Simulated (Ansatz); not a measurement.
`COBCl` + H₂Se → `ClB[SeH]` + CH₃OH at 700 K and 1 bar (ligand exchange at a B–O bond).

Isolated molecules relaxed with PBE0-D4/def2-TZVP in Ansatz; ΔE leaves out vibrations. CCSD(T)/CBS is the MP2 limit (def2-TZVPP, def2-QZVPP) plus CCSD(T) − MP2 in def2-TZVPP, frozen cores. This one scheme is used for every species. For Se outer-core shells are correlated without core-valence functions, which leaves a few kJ/mol of doubt a bond. Scalar relativity is left out up to krypton. One conformer a species, not always the lowest.

| species | CCSD(T)/CBS energy (Eh) | H − E (kJ/mol) | S (J/(mol·K)) |
| --- | --- | --- | --- |
| `COBCl` | -600.27977 | 205.1 | 384.0 |
| H₂Se | -2401.89790 | 61.1 | 251.1 |
| `ClB[SeH]` | -2886.53463 | 102.1 | 355.4 |
| CH₃OH | -115.61712 | 170.8 | 288.5 |

H − E and S are ideal-gas, rigid-rotor, harmonic terms from PBE0-D4/def2-TZVP, for one conformer and one mirror image of each species. 1 Eh = 2625.50 kJ/mol, R = 8.31446 J/(mol·K).

Task: By hand: ΔE, ΔH, ΔS and ΔG.

Result: ΔE = (-2886.53463) + (-115.61712) − (-600.27977) − (-2401.89790) = 0.02592 Eh = 68.1 kJ/mol. Δ(H − E) = 102.1 + 170.8 − 205.1 − 61.1 = 6.7, so ΔH = 74.8 kJ/mol. ΔS = 355.4 + 288.5 − 384.0 − 251.1 = 8.8 J/(mol·K). ΔG = 74.8 − 700 × (8.8)/1000 = 68.6 kJ/mol.

Task: By hand: the equilibrium constant, and the temperature at which ΔG would vanish if ΔH and ΔS stayed fixed.

Result: log₁₀ K = −ΔG/(RT ln 10) = -5.1. ΔG = 0 at ΔH/ΔS = 8500 K, far beyond where these terms or the molecules hold.

The number of gas molecules stays the same, so ΔS is small and ΔH decides. A doubt of 5 kJ/mol in ΔE shifts log₁₀ K by 0.4 here. Other conformers and mirror images would add mixing entropy, several J/(mol·K) or more a flexible species. These are equilibria of isolated gas molecules and say nothing of rates. Largest T1 diagnostic: 0.012 (customary marks: 0.02 for closed shells, 0.045 for open ones).
